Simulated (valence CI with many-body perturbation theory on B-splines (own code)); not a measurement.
## Forbidden lines of Hg XLI

Level of theory: relativistic CI+MBPT: four valence electrons over a frozen Dirac-Fock core [Kr], radial functions for each j: 9 s, 9 p, 10 d, 8 f, 5 g, 3 h, 1 i, with the one-electron correlation potential Σ1, the two-electron term Σ2, the three-electron term Σ3, Breit, model QED; selected CI, second order for the rest (own B-spline code, finite nucleus).

The last digits are not significant, and no measured levels were compared; by estimate large intervals hold to a few tenths of a per cent, small ones and those within an open d or f shell to about a per cent. Only levels of the ground parity were solved; by the run's estimate the other parity begins above the list, which can be wrong where configurations are misplaced.

Lines 51 to 100 of 115 in falling wavelength, among levels below 1065700 cm⁻¹, chosen from the decays that carry over 1 % of a level's rate. Wavelengths and rates use the calculated energies. Electric multipoles are in the length gauge, E1 and E2 with the static RPA response of the core. S is in atomic units (e²a₀⁴ for E2 and M2, e²a₀⁶ for E3), for M1 in squared Bohr magnetons. Weak lines are less certain than strong ones. Lines between different terms over intervals too small for the method are left out, as are lines whose strength nearly cancels. The highest levels of a list are the least certain.

Levels are named by their leading jj configuration (3d3/2^4 stands for four electrons in 3d with j = 3/2), which in mixed levels can hold well under half, so a name can repeat and another be missing. Letters in brackets count levels of one name in rising energy.

| λ vac (nm) | Upper | Lower | Type | A (s⁻¹) | S (a.u.) |
| --- | --- | --- | --- | --- | --- |
| 44.82 | (4d3/2^2 4d5/2^2) J=6 | (4d3/2^3 4d5/2) J=4 | E2 | 2.22e+01 | 4.66e-03 |
| 44.64 | (4d3/2 4d5/2^3) J=4 [a] | (4d3/2^2 4d5/2^2) J=4 [a] | M1 | 2.77e+05 | 8.22e+00 |
| 44.57 | (4d3/2 4d5/2^3) J=4 [b] | (4d3/2^2 4d5/2^2) J=4 [c] | M1 | 6.81e+04 | 2.01e+00 |
| 44.50 | (4d3/2^2 4d5/2^2) J=2 [a] | (4d3/2^3 4d5/2) J=1 | M1 | 2.56e+05 | 4.17e+00 |
| 44.28 | (4d3/2^2 4d5/2^2) J=2 [b] | (4d3/2^3 4d5/2) J=3 | M1 | 8.98e+02 | 1.44e-02 |
| 43.61 | (4d3/2 4d5/2^3) J=5 | (4d3/2^2 4d5/2^2) J=5 | M1 | 5.99e+04 | 2.03e+00 |
| 43.56 | (4d3/2 4d5/2^3) J=3 [b] | (4d3/2^2 4d5/2^2) J=2 [b] | M1 | 4.65e+04 | 9.97e-01 |
| 43.53 | (4d3/2 4d5/2^3) J=2 [a] | (4d3/2^2 4d5/2^2) J=3 [b] | M1 | 1.06e+05 | 1.62e+00 |
| 43.46 | (4d5/2^4) J=2 | (4d3/2 4d5/2^3) J=3 [b] | M1 | 4.41e+04 | 6.71e-01 |
| 43.44 | (4d3/2^2 4d5/2^2) J=3 [b] | (4d3/2^3 4d5/2) J=2 | M1 | 4.00e+03 | 8.51e-02 |
| 43.44 | (4d5/2^4) J=4 | (4d3/2 4d5/2^3) J=5 | M1 | 7.09e+04 | 1.94e+00 |
| 42.83 | (4d3/2 4d5/2^3) J=6 | (4d3/2^2 4d5/2^2) J=5 | M1 | 1.01e+05 | 3.82e+00 |
| 42.76 | (4d3/2 4d5/2^3) J=3 [b] | (4d3/2^2 4d5/2^2) J=4 [b] | M1 | 3.49e+04 | 7.08e-01 |
| 42.70 | (4d3/2 4d5/2^3) J=1 [b] | (4d3/2^2 4d5/2^2) J=2 [c] | M1 | 9.51e+04 | 8.24e-01 |
| 42.54 | (4d3/2 4d5/2^3) J=3 [c] | (4d3/2^2 4d5/2^2) J=2 [c] | M1 | 6.78e+04 | 1.35e+00 |
| 42.30 | (4d3/2^2 4d5/2^2) J=3 [b] | (4d3/2^3 4d5/2) J=4 | M1 | 9.45e+04 | 1.86e+00 |
| 42.24 | (4d3/2 4d5/2^3) J=3 [a] | (4d3/2^2 4d5/2^2) J=2 [a] | M1 | 2.51e+05 | 4.91e+00 |
| 42.19 | (4d3/2 4d5/2^3) J=3 [b] | (4d3/2^2 4d5/2^2) J=3 [b] | M1 | 1.02e+05 | 1.98e+00 |
| 42.13 | (4d5/2^4) J=2 | (4d3/2 4d5/2^3) J=2 [a] | M1 | 1.53e+05 | 2.12e+00 |
| 42.09 | (4d3/2^2 4d5/2^2) J=2 [b] | (4d3/2^3 4d5/2) J=2 | M1 | 4.40e+04 | 6.07e-01 |
| 41.74 | (4d3/2^2 4d5/2^2) J=4 [b] | (4d3/2^3 4d5/2) J=4 | M1 | 9.78e+02 | 2.37e-02 |
| 41.39 | (4d3/2^3 4d5/2) J=2 | (4d3/2^4) J=0 | E2 | 1.31e+02 | 7.10e-03 |
| 41.23 | (4d3/2 4d5/2^3) J=2 [a] | (4d3/2^2 4d5/2^2) J=1 | M1 | 4.46e+04 | 5.79e-01 |
| 39.96 | (4d3/2 4d5/2^3) J=5 | (4d3/2^2 4d5/2^2) J=4 [a] | M1 | 3.62e+04 | 9.43e-01 |
| 39.82 | (4d3/2 4d5/2^3) J=2 [b] | (4d3/2^2 4d5/2^2) J=2 [c] | M1 | 1.04e+05 | 1.22e+00 |
| 39.50 | (4d5/2^4) J=4 | (4d3/2 4d5/2^3) J=3 [a] | M1 | 1.82e+05 | 3.75e+00 |
| 39.39 | (4d3/2 4d5/2^3) J=1 [a] | (4d3/2^2 4d5/2^2) J=2 [a] | M1 | 2.23e+05 | 1.52e+00 |
| 38.99 | (4d5/2^4) J=4 | (4d3/2 4d5/2^3) J=4 [a] | M1 | 2.87e+05 | 5.69e+00 |
| 38.99 | (4d3/2 4d5/2^3) J=1 [a] | (4d3/2^2 4d5/2^2) J=0 [a] | M1 | 2.04e+05 | 1.35e+00 |
| 37.31 | (4d5/2^4) J=0 | (4d3/2 4d5/2^3) J=1 [b] | M1 | 5.16e+05 | 9.95e-01 |
| 37.15 | (4d3/2^2 4d5/2^2) J=2 [c] | (4d3/2^3 4d5/2) J=3 | M1 | 1.79e+05 | 1.70e+00 |
| 37.09 | (4d5/2^4) J=2 | (4d3/2 4d5/2^3) J=1 [a] | M1 | 2.10e+05 | 1.99e+00 |
| 36.71 | (4d3/2 4d5/2^3) J=2 [a] | (4d3/2^2 4d5/2^2) J=3 [a] | M1 | 9.66e+04 | 8.86e-01 |
| 36.23 | (4d3/2 4d5/2^3) J=0 | (4d3/2^2 4d5/2^2) J=1 | M1 | 1.94e+05 | 3.41e-01 |
| 36.03 | (4d3/2 4d5/2^3) J=1 [b] | (4d3/2^2 4d5/2^2) J=2 [b] | M1 | 6.94e+03 | 3.61e-02 |
| 35.76 | (4d3/2 4d5/2^3) J=3 [b] | (4d3/2^2 4d5/2^2) J=3 [a] | M1 | 2.88e+04 | 3.42e-01 |
| 35.60 | (4d3/2^2 4d5/2^2) J=2 [c] | (4d3/2^3 4d5/2) J=2 | M1 | 5.86e+04 | 4.90e-01 |
| 35.38 | (4d3/2 4d5/2^3) J=3 [c] | (4d3/2^2 4d5/2^2) J=4 [b] | M1 | 1.11e+04 | 1.27e-01 |
| 35.21 | (4d3/2 4d5/2^3) J=3 [b] | (4d3/2^2 4d5/2^2) J=4 [a] | M1 | 3.33e+04 | 3.77e-01 |
| 35.09 | (4d3/2^2 4d5/2^2) J=4 [c] | (4d3/2^3 4d5/2) J=3 | M1 | 6.18e+04 | 8.91e-01 |
| 34.87 | (4d5/2^4) J=2 | (4d3/2 4d5/2^3) J=3 [a] | M1 | 1.52e+05 | 1.19e+00 |
| 34.65 | (4d3/2^2 4d5/2^2) J=2 [b] | (4d3/2^3 4d5/2) J=1 | M1 | 8.88e+03 | 6.85e-02 |
| 34.38 | (4d3/2 4d5/2^3) J=4 [b] | (4d3/2^2 4d5/2^2) J=3 [b] | M1 | 7.23e+04 | 9.80e-01 |
| 34.08 | (4d3/2 4d5/2^3) J=3 [b] | (4d3/2^2 4d5/2^2) J=2 [a] | M1 | 6.62e+03 | 6.80e-02 |
| 33.96 | (4d3/2 4d5/2^3) J=2 [b] | (4d3/2^2 4d5/2^2) J=2 [b] | M1 | 7.37e+03 | 5.35e-02 |
| 33.59 | (4d3/2 4d5/2^3) J=1 [b] | (4d3/2^2 4d5/2^2) J=1 | M1 | 4.98e+04 | 2.10e-01 |
| 33.13 | (4d3/2 4d5/2^3) J=2 [b] | (4d3/2^2 4d5/2^2) J=3 [b] | M1 | 2.30e+04 | 1.55e-01 |
| 31.78 | (4d3/2 4d5/2^3) J=2 [b] | (4d3/2^2 4d5/2^2) J=1 | M1 | 4.62e+04 | 2.75e-01 |
| 31.55 | (4d3/2 4d5/2^3) J=4 [b] | (4d3/2^2 4d5/2^2) J=5 | M1 | 9.14e+04 | 9.59e-01 |
| 30.68 | (4d3/2^2 4d5/2^2) J=2 [d] | (4d3/2^3 4d5/2) J=3 | M1 | 2.84e+03 | 1.52e-02 |
